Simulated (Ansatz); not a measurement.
Molecule: sum formula SiN$_{3}$H$_{5}$Br, net charge 0, doublet state. It need not be the lowest isomer of its formula. SMILES: [NH][Si](N)(N)Br
Structure (B3LYP-D3(BJ)/def2-TZVP (Ansatz, a first-principles code) minimum search):
```xyz
10

Si    -0.1120    -0.0854    -0.8626
Br     0.2123     0.1258     1.3706
N      1.4758    -0.5194    -1.4190
N     -0.8366     1.3764    -1.3359
N     -1.1108    -1.3574    -1.3654
H      2.1664     0.2234    -1.2968
H     -1.2560     1.4858    -2.2447
H     -0.6674     2.2483    -0.8640
H     -0.7150    -2.2718    -1.5146
H     -2.0901    -1.3902    -1.1348
```
Charge 0, spin multiplicity 2.

Parts of the frozen-core correlation energy in 6-31G (Ansatz, hartree). Frozen orbitals: 22; correlated occupied orbitals by spin: 16 and 15; virtual: 41 and 42. Open shells are spin-unrestricted. No spin-orbit coupling. No relativistic terms.

| term | value |
|---|---|
| reference (HF) | -3027.18398 |
| MP2 opposite-spin | -0.29451 |
| MP2 same-spin | -0.09210 |
| CCSD correlation | -0.42267 |
| (T) | -0.00864 |
| T1 diagnostic | 0.014 |
| largest doubles amplitude | 0.021 |
| <S^2> of the reference | 0.757 |
